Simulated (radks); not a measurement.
Results of a calculation; reference values are marked as such.
V+, 22 electrons, occupied as [Ar] 3d1.5 4s2 4p0.5 (fractional occupations, a model configuration). Level of theory: non-relativistic Kohn-Sham, r2SCAN, spin-polarised, spherical densities, point nucleus; open shells are filled with parallel spins first; meta-GGA in the generalised Kohn-Sham scheme (a radial shooting solver on a logarithmic mesh with Libxc functionals).

Radial electron density D(r) = 4 pi r^2 rho(r):

```
   r/bohr * D(r) (the largest magnitude, 29.8, reaches the edge; | marks zero)
 0.008434 |        *
 0.009662 |          *
  0.01098 |             *
  0.01258 |                *
  0.01441 |                   *
  0.01651 |                       *
  0.01892 |                            *
  0.02168 |                                *
  0.02483 |                                     *
  0.02845 |                                         *
  0.03234 |                                            *
  0.03705 |                                               *
  0.04245 |                                                 *
  0.04863 |                                                 *
  0.05572 |                                                *
  0.06383 |                                              *
  0.07313 |                                           *
  0.08378 |                                        *
  0.09523 |                                      *
   0.1091 |                                     *
    0.125 |                                       *
   0.1432 |                                           *
   0.1641 |                                                *
    0.188 |                                                    *
   0.2153 |                                                      *
   0.2467 |                                                    *
   0.2804 |                                               *
   0.3213 |                                      *
   0.3681 |                            *
   0.4217 |                    *
   0.4831 |                *
   0.5535 |               *
   0.6341 |                 *
   0.7265 |                   *
   0.8257 |                    *
    0.946 |                  *
    1.084 |               *
    1.242 |           *
    1.423 |       *
     1.63 |    *
    1.867 |  *
    2.139 |  *
    2.431 | *
    2.786 | *
    3.192 | *
    3.656 |*
    4.189 |*
    4.799 *
    5.499 *
      6.3 *
     7.16 *
    8.203 *
    9.398 *
```

D(r) has 3 maxima, at r = 0.0467, 0.215, 0.806 bohr, and minima at 0.104, 0.532 bohr, inside which lie 2.13, 10.44 electrons.
